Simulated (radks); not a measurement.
Values are calculated unless marked as measured or tabulated.
Isoelectronic series with 2 electrons, each ion in its NIST ground configuration. Code: a radial shooting solver on a logarithmic mesh with Libxc functionals. Model: non-relativistic Kohn-Sham, BLYP, spin-polarised, spherical densities, point nucleus. Total energies (hartree) and screening constants sigma, defined by e = -(Z - sigma)^2 / (2 n^2) hartree:

| ion | configuration | E (hartree) | 1s |
|---|---|---|---|
| He | [He] | -2.90707 | 0.918 |
| Be2+ | [He] | -13.65003 | 0.877 |
| C4+ | [He] | -32.38963 | 0.869 |
| O6+ | [He] | -59.12863 | 0.866 |
| Ne8+ | [He] | -93.86750 | 0.864 |
| Mg10+ | [He] | -136.60637 | 0.862 |
| Si12+ | [He] | -187.34525 | 0.862 |
| S14+ | [He] | -246.08416 | 0.861 |
| Ar16+ | [He] | -312.82309 | 0.861 |
| Ca18+ | [He] | -387.56204 | 0.860 |
| Ti20+ | [He] | -470.30101 | 0.860 |
| Cr22+ | [He] | -561.03999 | 0.860 |
| Fe24+ | [He] | -659.77898 | 0.860 |
| Ni26+ | [He] | -766.51799 | 0.859 |
| Zn28+ | [He] | -881.25700 | 0.859 |
| Ge30+ | [He] | -1003.99602 | 0.859 |
| Se32+ | [He] | -1134.73504 | 0.859 |
| Kr34+ | [He] | -1273.47407 | 0.859 |
| Sr36+ | [He] | -1420.21310 | 0.859 |
| Zr38+ | [He] | -1574.95214 | 0.859 |
| Mo40+ | [He] | -1737.69118 | 0.859 |
| Ru42+ | [He] | -1908.43022 | 0.859 |
| Pd44+ | [He] | -2087.16926 | 0.859 |
| Cd46+ | [He] | -2273.90830 | 0.859 |
